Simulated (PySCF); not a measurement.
Computed IR spectrum (relative IR intensity) of a molecule CH₃Cl₂NSi₂. The structure is a stationary point at ωB97X-D3(BJ)/def2-SVP. One conformer was computed; it need not be the lowest. The numbers are results of PySCF with ωB97X-D3(BJ)/def2-SVP, not measurements. Frequencies are harmonic and unscaled.

Lines under 2 % of the strongest are left out, and lines within 2 cm⁻¹ are merged.

```tsv
ν (cm⁻¹)	relative intensity
69	2.9
163	3.2
193	5.2
354	2.7
476	15
493	24
605	100
620	64
669	5.1
720	20
776	5.9
803	81
906	28
961	78
1296	8.5
1652	26
2279	59
2286	52
3099	17
```

### Question
Identify the compound among the candidates.
(A) Cl[Si]1(Cl)C=N[SiH2]1
(B) Cl[Si@H]1C=N[Si@@H]1Cl
(C) Cl[Si]1(Cl)N=C[SiH2]1

### Answer
A, Cl[Si]1(Cl)C=N[SiH2]1
